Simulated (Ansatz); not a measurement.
Pulling on the As1–As2 bond in As2 (multiplicity 1 held). Energies count from the point at 2.104 Å.


R- and RO- levels are restricted; in cc, def2 and unpolarised 6-31G sets they are followed outwards from rest. Active spaces are followed from rest. Levels need not reach the same state.

Cores are frozen in the correlated methods. Filled d and f shells under p-block atoms count as core.

Run with Ansatz (a program for electronic structure) with Gaussian orbitals. Each number belongs to the level named beside it.

Energies in kcal/mol.

```tsv
R (Å)	R-B3LYP/cc-pVTZ	SC-NEVPT2 on CASSCF(10,8)/cc-pVTZ	FIC-NEVPT4(SD) on CASSCF(10,8)/cc-pVTZ	FIC-MRCISD+Q on CASSCF(10,8)/cc-pVTZ
1.683	109.3	120.9	120.6	120.4
1.894	19.6	24.6	24.5	24.3
2.104	0.0	0.0	0.0	0.0
2.315	10.5	5.8	5.8	6.0
2.525	32.3	22.0	22.1	22.4
2.841	69.0	46.6	46.8	47.4
3.156	101.5	62.9	63.4	64.2
3.682	141.4	74.6	75.3	76.2
4.208	166.2	77.9	78.7	79.6
4.840	183.3	78.9	79.8	80.7
5.681	194.7	79.2	80.2	81.0
6.733	201.0	79.2	80.3	81.1
8.417	205.0	79.2	80.3	81.1
```

Doubts at one or more of the structures used: a restricted determinant that unrestricted orbitals would lower (R-B3LYP/cc-pVTZ).
